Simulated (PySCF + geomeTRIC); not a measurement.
Species: CH2AlN, SMILES `N#[C][AlH2]` (charge 0, multiplicity 1).

### Question
Give a relaxed geometry from B3LYP-D3(BJ)/def2-TZVP in PySCF + geomeTRIC.

### Answer
the end point of this relaxation (outside a Z-matrix the atoms follow the SMILES, hydrogens last).
Cartesian coordinates (Å) in one orientation:
```xyz
5

N      2.369     0.015    -0.044
C      1.216     0.009     0.015
Al    -0.721    -0.005     0.109
H     -1.444    -1.330    -0.311
H     -1.419     1.310     0.597
```
